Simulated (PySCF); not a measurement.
## Cr: excitation energy

Cr [Ar] 3d5 4s1 (7S) → Cr [Ar] 3d4 4s1 5s1 (7D), as a difference of total energies. Computed with PySCF 2.14 in x2c-TZVPPall with one added diffuse shell each of s, p, d, f type (7s6p5d3f1g, 80 functions), with the spin-free X2C one-electron Hamiltonian (Gaussian nucleus). Correlated levels: valence: [Ar] frozen; valence and next inner shell: [Ne] frozen. The calculations carry no spin-orbit coupling.

```tsv
method	excitation energy (eV)
UHF	4.443
LDA	6.702
PBE	6.345
PBE0	5.983
r2SCAN	6.288
revPBE	6.284
MN15	6.261
MP2 (valence)	5.468
SCS-MP2 (valence)	4.785
MP2 (valence and next inner shell)	6.026
SCS-MP2 (valence and next inner shell)	5.312
```

How much does correlation contribute at MP2 (valence and next inner shell)?

6.026 − (4.443) = 1.583 eV, measured against UHF.

A first-order spin-orbit estimate (lowest level to lowest level, LS coupling) adds -0.040 eV.

The promoted electron is Rydberg-like, and one or two diffuse shells describe it only roughly, which tends to raise the upper state.
